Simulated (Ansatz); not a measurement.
Reaction (hydrogenolysis of the Al–C bond): `B[C](=C)[AlH][CH3]` + H₂ → `B[C](=C)[AlH2]` + CH₄

Computed with Ansatz on PBE0-D4/def2-TZVP structures; ΔE is electronic, products minus reactants. CCSD(T)/CBS is the MP2 limit (def2-TZVPP, def2-QZVPP) plus CCSD(T) − MP2 in def2-TZVPP, frozen cores. This one scheme is used for every species. DFT in def2-TZVPP. B3LYP here is the variant with VWN-RPA as its local correlation; programs differ in this. Each species was taken in one conformer, which may not be the lowest.

CCSD(T)/CBS gives -22.1 kJ/mol.

(1) Another level gave -22.4 kJ/mol. Which?
A. B3LYP/def2-TZVPP
B. SCS-MP2/def2-TZVPP
C. ωB97M-V/def2-TZVPP
D. HF/def2-TZVPP

Largest T1 diagnostic among the species: 0.011.

## Answers

(1) C. ωB97M-V -22.4, B3LYP -31.8, HF/def2-TZVPP -48.8, SCS-MP2/def2-TZVPP -26.5 kJ/mol.

In def2-TZVPP, CCSD(T) changes the Hartree–Fock value by +24.1 kJ/mol (the triples alone add +4.3 kJ/mol) and MP2 by +29.0 kJ/mol. From PBE to PBE0 (25 % exact exchange), in def2-TZVPP and without D4, ΔE moves by −3.6 kJ/mol.
